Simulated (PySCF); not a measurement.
Compound: C6H15PSi.
Geometry (GFN2-xTB, Å), atoms numbered from 1 in this order:
```
atom  x, y, z in Å
C1    -2.029   -1.298    0.236
C2    -1.146   -0.187   -0.330
C3    -2.020    0.899   -0.957
C4    -0.259    0.404    0.766
C5     0.758    1.458    0.288
P6     2.182    0.620    1.187
Si7    3.257   -0.322   -0.540
C8     0.749   -0.581    1.389
H9    -2.715   -0.893    0.976
H10   -2.613   -1.760   -0.557
H11   -1.429   -2.070    0.713
H12   -0.499   -0.611   -1.107
H13   -2.703    1.307   -0.215
H14   -1.414    1.712   -1.348
H15   -2.608    0.487   -1.774
H16   -0.904    0.826    1.542
H17    0.556    2.471    0.635
H18    0.890    1.482   -0.794
H19    4.076   -1.409   -0.006
H20    4.087    0.712   -1.156
H21    2.364   -0.875   -1.567
H22    0.876   -1.499    0.816
H23    0.541   -0.846    2.426
```

Definitions: NICS(0) = −σiso at the ring centroid; NICS(1) = −σiso and NICS(1)zz = −σzz at ±1 Å along the ring normal z. Level: GIAO PBE0/pcSseg-1 (PySCF, non-relativistic, gas phase) on the GFN2-xTB geometry, one conformer.

Ring bond lengths (Å), with Mayer bond orders in brackets: C4–C5 1.541 (0.98), C5–P6 1.881 (0.97), P6–C8 1.881 (0.97), C8–C4 1.541 (0.98).

Task: What do the NICS probes read (ppm)?

Result: 
| ring | type | NICS(0) | NICS(1), two faces | NICS(1)zz, two faces | rms pucker (Å) | centre to ring atoms, mean (Å) |
| --- | --- | --- | --- | --- | --- | --- |
| C4–C5–P6–C8 | 4-membered ring with P; formal bonds all single | 1.0 | 0.7 / 0.8 | 9.8 / 6.2 | 0.06 | 1.21 |

Task: What can be read from them?

Result: 
- C4–C5–P6–C8: mean NICS(1)zz 8.0 ppm, deshielded. C4, C5, C8 have four or more neighbours, and the NICS criterion for π rings isn't applied. The two faces differ by 3.6 ppm, so no symmetry operation interchanges them.

Task: List the ring angles and the Hirshfeld charges of the ring atoms.

Result: 
- C4–C5–P6–C8: C4 97.5° (-0.021 e), C5 92.7° (-0.114 e), P6 76.0° (+0.046 e), C8 92.7° (-0.113 e); sum 358.9° against 360° for a flat convex ring.

Task: What are the shieldings of the ring atoms and their hydrogens in the same run (means over atoms taken as equivalent)?

Result: 
| atoms | environment | σ isotropic (ppm) | principal values of the symmetric part, first atom (ppm) |
| --- | --- | --- | --- |
| C4 | four-membered-ring carbon | 142.2 | 124.9, 143.6, 158.2 |
| C5 (×2) | sp3 carbon bound to phosphorus | 164.6 | 148.4, 156.0, 189.3 |
| P6 | three-coordinate phosphorus | 476.9 | 387.9, 411.4, 631.3 |
| H16 | methine hydrogen | 29.49 | 26.9, 29.5, 32.1 |
| H17 (×2) | methylene hydrogen | 29.35 | 25.2, 27.4, 35.4 |
| H18 (×2) | methylene hydrogen | 29.81 | 26.2, 30.1, 33.1 |

Time: 55 s wall (with the writing of density and orbital grids); peak memory 0.99 GiB. Hardware: one thread, Arm Neoverse V2 (aarch64), no GPU, on a shared host. This is the whole shielding run at PBE0/pcSseg-1, SCF included.
